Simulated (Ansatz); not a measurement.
Cost and result up the ladder for Sn26H30, a nanocrystal cut from cubic tin (56 atoms). The state is a singlet with charge 0. Geometry: PBE-D4/def2-SVP.

```xyz
56

Sn    0.791   -2.322    2.551
Sn    4.440   -1.890   -0.168
Sn    1.684   -5.558   -0.675
Sn   -1.921   -2.727   -1.198
Sn    1.720   -2.231   -3.929
Sn    3.562    1.308    3.008
Sn   -0.150    0.804    5.791
Sn   -2.879    0.464    2.020
Sn   -0.146    4.089    2.562
Sn    0.814    0.938   -0.689
Sn   -1.909    0.542   -4.406
Sn   -2.809    3.766   -1.165
Sn   -5.604    0.074   -1.669
Sn    2.804   -3.752    1.181
Sn    1.926   -0.516    4.408
Sn    5.611   -0.078    1.649
Sn   -0.810   -0.925    0.681
Sn    2.864   -0.473   -2.038
Sn    0.139   -4.115   -2.545
Sn   -3.540   -1.297   -3.019
Sn    0.144   -0.811   -5.791
Sn    1.924    2.730    1.199
Sn   -1.743    2.206    3.930
Sn   -4.454    1.892    0.157
Sn   -1.675    5.556    0.700
Sn   -0.790    2.350   -2.545
H    -0.227   -3.449    3.414
H     5.687   -2.761   -1.024
H     0.680   -6.719    0.141
H     2.943   -6.446   -1.481
H    -2.911   -3.877   -0.334
H     2.997   -3.074   -4.769
H     4.269    2.427    4.146
H    -1.103   -0.369    6.649
H     0.491    1.907    6.972
H    -3.887   -0.708    2.833
H     0.565    5.172    3.731
H    -2.898    1.429   -5.537
H    -3.773    4.660   -2.313
H    -6.609   -1.054   -0.808
H    -6.623    0.903   -2.808
H     3.779   -4.626    2.335
H     2.910   -1.414    5.537
H     6.625   -0.920    2.783
H     6.625    1.044    0.791
H     3.874    0.686   -2.869
H    -0.574   -5.214   -3.697
H    -4.230   -2.413   -4.171
H    -0.536   -1.901   -6.962
H     1.124    0.328   -6.664
H     2.890    3.905    0.341
H    -3.015    3.060    4.767
H    -5.712    2.748    1.012
H    -2.920    6.464    1.504
H    -0.656    6.701   -0.120
H     0.225    3.486   -3.399
```

Ansatz on 11 threads of AMD EPYC 7R13 on a shared host and a whole NVIDIA H100 80GB HBM3. Times are rough, and most runs start from the orbitals of an earlier one. No level here is sound enough to serve as a yardstick. Binding counts from free atoms at the same level (Sn triplet, H doublet; other spins of the atoms weren't run), without zero-point energy or a counterpoise term.

In the def2 sets Sn takes a core potential; there is no spin–orbit coupling. Correlated methods freeze 104 core orbitals; core or outer-core shells of Sn are correlated, in sets that lack core-valence functions. The rows differ in basis, and correlated rows in double-zeta sets carry the largest basis error. Single mean-field runs in def2-SVP, def2-TZVP are fitted with def2-universal-jkfit.

Correlated methods converge slowly with the basis, most of all in double-zeta sets.

| level | functions | wall time | binding energy per atom (eV) |
| --- | --- | --- | --- |
| LDA (SPW92)/def2-SVP | 826 | 5.5 s | 2.92 |
| PBE-D4/def2-SVP (with forces) | 826 | 7.5 s | 2.52 |
| r2SCAN-D4/def2-SVP | 826 | 8 s | 2.51 |
| PBE-D4/def2-TZVP | 1480 | 11 s | 2.53 |
| PBE0-D4/def2-SVP (with forces) | 826 | 14 s | 2.51 |
| PBE0-D4/def2-TZVP | 1480 | 17 s | 2.53 |
| MP2/def2-SVP | 826 | 18 s | 2.33 |
